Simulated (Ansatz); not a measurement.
Born–Oppenheimer molecular dynamics of C₂H₇NO₂SSi (14 atoms, charge 0, multiplicity 1). It starts from a relaxed structure.

All numbers below come from RKS PBE0-D4/STO-3G (Ansatz).

```yaml
ensemble: NVE (velocity Verlet)
time_step: 1 fs
steps_asked: 146
starting_velocities_drawn_for: 1000 K
masses: H 10 u
seed: 99079
```

First frame:

```xyz
14
Properties=species:S:1:pos:R:3
N -0.476 0.232 1.698
C 0.236 0.116 0.377
Si 1.424 -1.351 0.136
O -0.802 0.024 -0.670
C -1.085 1.279 -1.265
O -2.155 1.048 -2.134
S -0.332 2.692 -1.064
H -0.600 -0.743 2.080
H 0.220 0.665 2.359
H 0.736 1.101 0.208
H 1.956 -1.344 -1.205
H 0.711 -2.580 0.383
H 2.499 -1.226 1.091
H -2.345 0.056 -1.965
```

How far do the bonds stretch over the last three quarters of this one trajectory? (Pairs bonded in most of those frames.)


```csv
bond,mean (Å),spread (Å),shortest,longest
N1–C2,1.515,0.068,1.36,1.62
N1–H8,1.054,0.023,1.01,1.10
N1–H9,1.059,0.049,0.96,1.16
C2–Si3,1.898,0.044,1.82,1.99
C2–O4,1.483,0.032,1.42,1.54
C2–H10,1.119,0.040,1.04,1.22
Si3–H11,1.445,0.012,1.42,1.47
Si3–H12,1.458,0.062,1.35,1.54
Si3–H13,1.448,0.062,1.35,1.55
O4–C5,1.426,0.036,1.35,1.49
C5–O6,1.399,0.026,1.35,1.45
C5–S7,1.617,0.025,1.58,1.67
O6–H14,1.024,0.011,1.00,1.04
```

Mean temperature of the second half: 500 K. The conserved energy stayed within 0.57 meV per atom of its start (net change 0.29 meV per atom), so the integration is sound. The temperature averaged 0.50 of the 1000 K drawn at the start: a run that starts near a minimum puts about half its kinetic energy into the potential. A run of 0.15 ps of so small a system gives no equilibrium averages. Limits of this set-up: minimal basis.

Time of the run: 7.8 min on 1 thread of Arm Neoverse V1, on a shared host, peak memory 0.24 GiB.
